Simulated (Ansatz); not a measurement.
CH₅Al₂F, SMILES `[CH3][AlH][AlH][F]`, relaxed with RKS PBE-D4/def2-SVP in Ansatz 0.2.0 from a rough embedded geometry. The force threshold is 0.03 eV/Å; the program also tests the step.

Total charge 0; spin multiplicity 1.

Start:

```xyz
9

C     1.453   -0.763   -0.408
Al    0.136    0.683   -0.526
Al   -1.921    0.553    0.824
F    -2.239   -0.931    1.914
H     2.370   -0.522   -1.059
H     1.874   -0.820    0.687
H     1.046   -1.747   -0.668
H     0.363    1.873   -1.511
H    -3.081    1.674    0.747
```

```tsv
step	energy (eV)	largest force (eV/Å)	largest move (Å)
1	-17011.2163	2.380	0.000
2	-17011.6499	1.457	0.195
3	-17011.7392	0.537	0.070
4	-17011.7504	0.132	0.098
5	-17011.7530	0.121	0.070
6	-17011.7542	0.017	0.046
```

End:

```xyz
9

C     1.524   -0.757   -0.405
Al    0.182    0.679   -0.563
Al   -2.023    0.561    0.834
F    -2.241   -0.808    1.805
H     2.394   -0.634   -1.080
H     1.904   -0.811    0.639
H     1.065   -1.750   -0.604
H     0.444    1.925   -1.552
H    -3.250    1.597    0.927
```

Run time 11 s (2 threads of an Arm Neoverse V1 on a shared host); peak host memory 0.12 GiB.
